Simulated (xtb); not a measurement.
C₂H₆N (SMILES C[CH]N), doublet, from a rough starting geometry; GFN2-xTB run with xtb.

Here is a job for xtb.
```
$ xtb mol.xyz --gfn 2 --uhf 1 --opt vtight --json

# file mol.xyz
9

C      1.04935786    -0.20630341    -0.11786090
C     -0.21557103     0.83119433    -0.06659673
N     -1.51220082     0.14182618    -0.06982465
H      2.00577302     0.43752005    -0.09025996
H      1.03946562    -0.77670903     0.77591060
H      1.06156161    -0.78382529    -1.03491661
H     -0.16548753     1.43576727     0.74712306
H     -1.53010030    -0.53439915     0.74442312
H     -1.56683044    -0.50289967    -0.91998642
```

The log (banner, timings and long lists left out):

```
   ID    Z sym.   atoms
    1    6 C      1, 2
    2    7 N      3
    3    1 H      4-9

           -------------------------------------------------
          |                Calculation Setup                |
           -------------------------------------------------

           -------------------------------------------------
          |                 G F N 2 - x T B                 |
           -------------------------------------------------

          ...................................................
          :                      SETUP                      :
          :.................................................:
          :  # basis functions                  18          :
          :  # atomic orbitals                  18          :
          :  # shells                           12          :
          :  # electrons                        19          :
          :  max. iterations                   250          :
          :  Hamiltonian                  GFN2-xTB          :
          :  restarted?                      false          :
          :  GBSA solvation                  false          :
          :  PC potential                    false          :
          :  electronic temp.          300.0000000     K    :
          :  accuracy                    1.0000000          :
          :  -> integral cutoff          0.2500000E+02      :
          :  -> integral neglect         0.1000000E-07      :
          :  -> SCF convergence          0.1000000E-05 Eh   :
          :  -> wf. convergence          0.1000000E-03 e    :
          :  Broyden damping             0.4000000          :
          :  net charge                          0          :
          :  unpaired electrons                  1          :
          ...................................................

 iter      E             dE          RMSdq      gap      omega  full diag
   1    -10.2399964 -0.102400E+02  0.279E+00    8.86       0.0  T
   2    -10.2537021 -0.137057E-01  0.157E+00    8.76       1.0  T
   3    -10.2546997 -0.997550E-03  0.753E-01    9.01       1.0  T
   4    -10.2553897 -0.690034E-03  0.260E-01    8.87       1.0  T
   5    -10.2555506 -0.160910E-03  0.656E-02    8.91       1.0  T
   6    -10.2555521 -0.147165E-05  0.290E-02    8.91       1.1  T
   7    -10.2555523 -0.270119E-06  0.353E-03    8.91       9.4  T
   8    -10.2555523 -0.589933E-08  0.151E-03    8.91      22.0  T
   9    -10.2555524 -0.838043E-08  0.244E-04    8.91     136.6  T
  10    -10.2555524 -0.250413E-10  0.383E-05    8.91     870.5  T

   *** convergence criteria satisfied after 10 iterations ***

         :::::::::::::::::::::::::::::::::::::::::::::::::::::
         ::                     SUMMARY                     ::
         :::::::::::::::::::::::::::::::::::::::::::::::::::::
         :: total energy             -10.136379781006 Eh    ::
         :: gradient norm              0.152797749263 Eh/a0 ::
         :: HOMO-LUMO gap              8.909951582001 eV    ::
         ::.................................................::
         :: SCC energy               -10.255551693728 Eh    ::
         :: -> isotropic ES            0.010398036020 Eh    ::
         :: -> anisotropic ES          0.004914920211 Eh    ::
         :: -> anisotropic XC          0.009015794721 Eh    ::
         :: -> dispersion             -0.003019998740 Eh    ::
         :: repulsion energy           0.119171912722 Eh    ::
         :: add. restraining           0.000000000000 Eh    ::
         :: total charge               0.000000000000 e     ::
         :::::::::::::::::::::::::::::::::::::::::::::::::::::

      -----------------------------------------------------------
     |                   =====================                   |
     |                        A N C O P T                        |
     |                   =====================                   |
     |               Approximate Normal Coordinate               |
[...]
 * total energy  :   -10.1756592 Eh     change       -0.5083603E-04 Eh
 * total energy  :   -10.1756537 Eh     change        0.5456316E-05 Eh
 * total energy  :   -10.1757359 Eh     change       -0.8219582E-04 Eh
 * total energy  :   -10.1757637 Eh     change       -0.2779133E-04 Eh
 * total energy  :   -10.1757921 Eh     change       -0.2840832E-04 Eh
 * total energy  :   -10.1758011 Eh     change       -0.8993073E-05 Eh
 * total energy  :   -10.1758062 Eh     change       -0.5069003E-05 Eh
 * total energy  :   -10.1758069 Eh     change       -0.7521095E-06 Eh
 * total energy  :   -10.1758092 Eh     change       -0.2229606E-05 Eh
 * total energy  :   -10.1758097 Eh     change       -0.5436900E-06 Eh
 * total energy  :   -10.1758101 Eh     change       -0.4011840E-06 Eh
 * total energy  :   -10.1758102 Eh     change       -0.9065235E-07 Eh
   *** GEOMETRY OPTIMIZATION CONVERGED AFTER 45 ITERATIONS ***
         :: total energy             -10.175810197410 Eh    ::
[...]
         2        2.0000           -0.5884652             -16.0130
         3        2.0000           -0.5532215             -15.0539
         4        2.0000           -0.5275966             -14.3566
         5        2.0000           -0.4901938             -13.3389
         6        2.0000           -0.4738672             -12.8946
         7        2.0000           -0.4505859             -12.2611
         8        2.0000           -0.4336660             -11.8007
         9        2.0000           -0.4228775             -11.5071
        10        1.0000           -0.2535973              -6.9007 (HOMO)
        11                          0.0543530               1.4790 (LUMO)
        12                          0.1519602               4.1350
        13                          0.1656539               4.5077
        14                          0.1895176               5.1570
        15                          0.1993309               5.4241
        16                          0.2273885               6.1876
        17                          0.3135032               8.5309
        18                          0.3587470               9.7620
      -------------------------------------------------------------
                  HL-Gap            0.3079502 Eh            8.3798 eV
             Fermi-level           -0.2189298 Eh           -5.9574 eV

     #   Z          covCN         q      C6AA      α(0)
     1   6 C        3.752    -0.097    22.413     6.751
     2   6 C        2.813    -0.055    29.363     8.878
     3   7 N        2.631    -0.264    26.851     7.696
     4   1 H        0.923     0.034     2.530     2.488
     5   1 H        0.925     0.035     2.519     2.482
     6   1 H        0.924     0.030     2.582     2.513
     7   1 H        0.926     0.011     2.868     2.648
     8   1 H        0.860     0.152     1.391     1.847
     9   1 H        0.860     0.155     1.370     1.834

 Mol. C6AA /au·bohr⁶  :        582.014073
 Mol. C8AA /au·bohr⁸  :      11982.393350
 Mol. α(0) /au        :         37.136773

Wiberg/Mayer (AO) data.
largest (>0.10) Wiberg bond orders for each atom

 ---------------------------------------------------------------------------
     #   Z sym  total        # sym  WBO       # sym  WBO       # sym  WBO
 ---------------------------------------------------------------------------
     1   6 C    3.998 --     2 C    1.060     5 H    0.981     6 H    0.980
                             4 H    0.953
     2   6 C    3.373 --     3 N    1.290     1 C    1.060     7 H    0.973
     3   7 N    3.246 --     2 C    1.290     8 H    0.960     9 H    0.957
     4   1 H    0.997 --     1 C    0.953
     5   1 H    0.999 --     1 C    0.981
     6   1 H    0.999 --     1 C    0.980
     7   1 H    1.000 --     2 C    0.973
     8   1 H    0.977 --     3 N    0.960
     9   1 H    0.976 --     3 N    0.957
 ---------------------------------------------------------------------------

Topologies differ in total number of bonds
Writing topology from bond orders to xtbtopo.mol

molecular dipole:
                 x           y           z       tot (Debye)
 q only:       -0.274      -0.203      -0.112
   full:       -0.331      -0.322      -0.102       1.201
molecular quadrupole (traceless):
                xx          xy          yy          xz          yz          zz
 q only:        1.831       0.442      -1.057       0.087       0.617      -0.775
  q+dip:        2.320       1.144      -1.140      -0.458       1.794      -1.180
   full:        2.539       1.139      -1.286      -0.399       1.700      -1.254

optimized geometry written to: xtbopt.xyz

           -------------------------------------------------
          | TOTAL ENERGY              -10.175810197410 Eh   |
          | GRADIENT NORM               0.000069483845 Eh/α |
          | HOMO-LUMO GAP               8.379752083399 eV   |
           -------------------------------------------------

normal termination of xtb
```
